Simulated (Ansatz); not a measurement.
`C#C[SiH2]C#N` + PH₃ → `N#C[SiH2]P` + `C#C` at 298.15 K and 1 bar (ligand exchange at the Si–C bond).

Program: Ansatz. Geometries: PBE0-D4/def2-TZVP. ΔE: electronic, gas phase. CBS: MP2 limit from def2 TZ/QZ plus the TZ coupled-cluster correction, frozen cores. This one scheme is used for every species. Each species was taken in one conformer, which may not be the lowest.

```tsv
species	CCSD(T)/CBS energy (Eh)	H − E (kJ/mol)	S (J/(mol·K))
`C#C[SiH2]C#N`	-459.67292	136.3	325.3
PH₃	-342.72256	73.1	210.2
`N#C[SiH2]P`	-725.16307	132.4	327.8
`C#C`	-77.22717	80.8	200.2
```

H − E and S are ideal-gas, rigid-rotor, harmonic terms from PBE0-D4/def2-TZVP, for one conformer and one mirror image of each species. 1 Eh = 2625.50 kJ/mol, R = 8.31446 J/(mol·K).

**Question.** By hand: ΔE, ΔH, ΔS and ΔG.

**Answer.** ΔE = (-725.16307) + (-77.22717) − (-459.67292) − (-342.72256) = 0.00524 Eh = 13.8 kJ/mol. Δ(H − E) = 132.4 + 80.8 − 136.3 − 73.1 = 3.8, so ΔH = 17.6 kJ/mol. ΔS = 327.8 + 200.2 − 325.3 − 210.2 = -7.5 J/(mol·K). ΔG = 17.6 − 298.15 × (-7.5)/1000 = 19.8 kJ/mol.

**Question.** By hand: the equilibrium constant, and the temperature at which ΔG would vanish if ΔH and ΔS stayed fixed.

**Answer.** log₁₀ K = −ΔG/(RT ln 10) = -3.5. ΔH and −TΔS have one sign here, so there is no such temperature.

The number of gas molecules stays the same, so ΔS is small and ΔH decides. A doubt of 5 kJ/mol in ΔE shifts log₁₀ K by 0.9 here. Other conformers and mirror images would add mixing entropy, several J/(mol·K) or more a flexible species. These are equilibria of isolated gas molecules and say nothing of rates. Largest T1 diagnostic: 0.014 (customary marks: 0.02 for closed shells, 0.045 for open ones).

ΔS is within the doubt of such terms, so its sign, and with it that verdict, could turn.
